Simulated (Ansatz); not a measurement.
CH$_{2}$FNOSeSi, SMILES `F[SiH]1NC(=[Se])O1`. Charge 0, multiplicity 1.

```xyz
8

F     0.4866    2.2821   -0.4470
Si   -0.4021    1.0047   -0.2104
N     0.2323   -0.2033    0.8331
C     0.3139   -1.0527   -0.2435
Se    0.8196   -2.7391   -0.3523
O    -0.1239   -0.2575   -1.2804
H    -1.7905    1.4523   -0.0669
H     0.4641   -0.4865    1.7674
```

**Question.** What are the harmonic wavenumbers in cm⁻¹ at PBE0-D4/def2-TZVP (Ansatz, finite differences of forces, unscaled)? (An estimate is asked.)

**Answer.** Computed: 81, 208, 300, 312, 413, 507, 648, 696, 742, 750, 854, 945, 1007, 1116, 1240, 1375, 2335, 3703.

**Question.** Is this a minimum?

**Answer.** Yes, all 18 modes are real.

**Question.** Give the ideal-gas thermochemistry at 298.15 K and 1 bar (rigid rotor, harmonic oscillator; point group C1, symmetry number 1).

**Answer.** Zero-point energy 103.1 kJ/mol; H(298) − E = 121.6 kJ/mol; entropy 341.9 J/(mol·K), of which translation 172.9, rotation 119.0, vibration 49.9; G(298) − E = 19.7 kJ/mol. Modes under 100 cm⁻¹ are hindered rotations or soft bends, so the harmonic entropy is rough.

**Question.** And at 400, 500, 600, 800 and 1000 K?

**Answer.** 
```csv
T (K),H − E (kJ/mol),S (J/mol/K),G − E (kJ/mol)
400,132.4,372.8,-16.7
500,144.5,399.7,-55.4
600,157.8,423.9,-96.6
800,186.6,465.3,-185.6
1000,217.4,499.7,-282.2
```

**Question.** Rotational constants (cm⁻¹)?

**Answer.** 0.2883, 0.02711, 0.0263.
